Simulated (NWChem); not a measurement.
System meant: InSi2H6F; SMILES [F][In]([SiH3])[SiH3]

NWChem input:

```
start job
memory heap 200 mb stack 900 mb global 1100 mb
geometry units angstroms noautoz
  In    -0.094940    -0.000105    -0.016236
  F      1.887180     0.001269    -0.010084
  Si    -0.953956    -2.439226    -0.017231
  H     -0.323736    -3.201160    -1.138290
  H     -2.440141    -2.495862    -0.173548
  H     -0.587753    -3.094329     1.276480
  Si    -0.954813     2.438721    -0.011113
  H     -2.449215     2.492826     0.001853
  H     -0.462387     3.146759    -1.232635
  H     -0.440503     3.150994     1.198757
end
basis spherical
  * library def2-svp
end
dft
  xc pbe0
  iterations 150
  mulliken
end
task dft energy
```

End of the output:

```
             Grid Information
             ----------------
          Grid used for XC integration:  medium
          Radial quadrature: Mura-Knowles
          Angular quadrature: Lebedev.
          Tag              B.-S. Rad. Rad. Pts. Rad. Cut. Ang. Pts.
          ---              ---------- --------- --------- ---------
          In                  1.55      123          10.0       590
          F                   0.50       49          12.0       434
          Si                  1.10       88          13.0       590
          H                   0.35       45          15.0       434
          Grid pruning is: on
          Number of quadrature shells:   618
          Spatial weights used:  Erf1

          Convergence Information
          -----------------------
          Convergence aids based upon iterative change in
          total energy or number of iterations.
          Levelshifting, if invoked, occurs when the
          HOMO/LUMO gap drops below (HL_TOL):  1.00D-02
          DIIS, if invoked, will attempt to extrapolate
          using up to (NFOCK): 10 stored Fock matrices.

                    Damping( 0%)  Levelshifting(0.5)       DIIS
                  --------------- ------------------- ---------------
          dE  on:    start            ASAP                start
          dE off:    2 iters        150 iters           150 iters

      Screening Tolerance Information
      -------------------------------
          Density screening/tol_rho:  1.00D-10
          AO Gaussian exp screening on grid/accAOfunc:  14
          CD Gaussian exp screening on grid/accCDfunc:  20
          XC Gaussian exp screening on grid/accXCfunc:  20
          Schwarz screening/accCoul:  1.00D-08

      Superposition of Atomic Density Guess
      -------------------------------------

      charge =      49.0 In (Indium)

      symmetry species            s     p     d     f
      number of basis functions =10     7     6
      number of cont. functions = 4     4     2
      number of closed shells   = 5     3     2
      number of open shells     = 0     1     0
      open shell occupation     = 0     1     0
 ------------------------------------------------------------------------
 atomscf:atomd: error in atom scf                   0
 ------------------------------------------------------------------------
 ------------------------------------------------------------------------
  current input line :
    23: task dft energy
 ------------------------------------------------------------------------
 ------------------------------------------------------------------------
 This error has not yet been assigned to a category
 ------------------------------------------------------------------------
 For more information see the NWChem manual at https://nwchemgit.github.io

0:atomscf:atomd: error in atom scf:Received an Error in Communication
```

Problem. Can this run be used? If not, why, and what is the fix?

Solution. The program stopped with an error. Cause: the def2 basis of a heavy element holds valence functions alone and wants its effective core potential (without it all electrons must fit into that basis). This input runs:
```
start job
memory heap 200 mb stack 900 mb global 1100 mb
geometry units angstroms noautoz
  In    -0.094940    -0.000105    -0.016236
  F      1.887180     0.001269    -0.010084
  Si    -0.953956    -2.439226    -0.017231
  H     -0.323736    -3.201160    -1.138290
  H     -2.440141    -2.495862    -0.173548
  H     -0.587753    -3.094329     1.276480
  Si    -0.954813     2.438721    -0.011113
  H     -2.449215     2.492826     0.001853
  H     -0.462387     3.146759    -1.232635
  H     -0.440503     3.150994     1.198757
end
basis spherical
  * library def2-svp
end
ecp
  In library def2-ecp
end
dft
  xc pbe0
  iterations 150
  mulliken
end
task dft energy
```
It converges to -871.98036 Ha (PBE0/def2-SVP with def2 effective core potentials on In).
